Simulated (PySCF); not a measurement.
Br²⁺ (bromine, charge +2) across methods

[Ar] 3d10 4s2 4p3, high-spin 4S determinant. Calculation: PySCF 2.14, in aug-cc-pVQZ-DK (8s7p5d3f2g, 93 functions); scalar relativity by spin-free X2C-1e.

```csv
method,E (hartree),mean ε 4s α (eV),mean ε 4s β (eV),mean ε 4p α (eV),Σ⟨r²⟩ (bohr²),⟨S²⟩
LC-wPBE,-2604.695,-49.109,-44.366,-34.053,24.83,3.751
wB97X,-2605.062,-48.447,-44.211,-33.435,24.77,3.750
UHF,-2603.28155,-52.989,-43.383,-35.209,25.03,3.751
revPBE,-2604.840,-43.018,-39.608,-29.418,24.87,3.750
PBE,-2604.654,-43.042,-39.804,-29.432,24.88,3.750
PBE0,-2604.710,-45.774,-41.085,-31.092,24.85,3.750
LDA,-2601.246,-43.122,-40.307,-29.470,24.85,3.750
r2SCAN,-2604.976,-44.224,-39.844,-30.043,24.79,3.750
wB97X-V,-2604.782,-48.436,-43.944,-33.395,24.89,3.750
```
